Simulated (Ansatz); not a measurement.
`COBF` + `[OH][GeH3]` → `FB[O][GeH3]` + CH₃OH at 400 K and 1 bar (ligand exchange at a B–O bond).

Calculated with Ansatz (gas phase, PBE0-D4/def2-TZVP geometries, no zero-point term in ΔE). CCSD(T)/CBS is the MP2 limit (def2-TZVPP, def2-QZVPP) plus CCSD(T) − MP2 in def2-TZVPP, frozen cores. This one scheme is used for every species. For Ge outer-core shells are correlated without core-valence functions, which leaves a few kJ/mol of doubt a bond. Scalar relativity is left out up to krypton. One conformer a species, not always the lowest.

| species | CCSD(T)/CBS energy (Eh) | H − E (kJ/mol) | S (J/(mol·K)) |
| --- | --- | --- | --- |
| `COBF` | -240.31409 | 176.8 | 313.5 |
| `[OH][GeH3]` | -2153.69723 | 116.2 | 291.7 |
| `FB[O][GeH3]` | -2278.39547 | 142.6 | 357.1 |
| CH₃OH | -115.61712 | 151.2 | 252.6 |

H − E and S are ideal-gas, rigid-rotor, harmonic terms from PBE0-D4/def2-TZVP, for one conformer and one mirror image of each species. 1 Eh = 2625.50 kJ/mol, R = 8.31446 J/(mol·K).

Task: By hand: ΔE, ΔH, ΔS and ΔG.

Result: ΔE = (-2278.39547) + (-115.61712) − (-240.31409) − (-2153.69723) = -0.00127 Eh = -3.3 kJ/mol. Δ(H − E) = 142.6 + 151.2 − 176.8 − 116.2 = 0.8, so ΔH = -2.5 kJ/mol. ΔS = 357.1 + 252.6 − 313.5 − 291.7 = 4.5 J/(mol·K). ΔG = -2.5 − 400 × (4.5)/1000 = -4.3 kJ/mol.

Task: By hand: the equilibrium constant, and the temperature at which ΔG would vanish if ΔH and ΔS stayed fixed.

Result: log₁₀ K = −ΔG/(RT ln 10) = 0.6. ΔH and −TΔS have one sign here, so there is no such temperature.

TΔS isn't small against ΔH here. The sign of ΔG lies within the doubt. A doubt of 5 kJ/mol in ΔE shifts log₁₀ K by 0.7 here. Other conformers and mirror images would add mixing entropy, several J/(mol·K) or more a flexible species. These are equilibria of isolated gas molecules and say nothing of rates. Largest T1 diagnostic: 0.013 (customary marks: 0.02 for closed shells, 0.045 for open ones).

ΔS is within the doubt of such terms, so its sign, and with it that verdict, could turn.
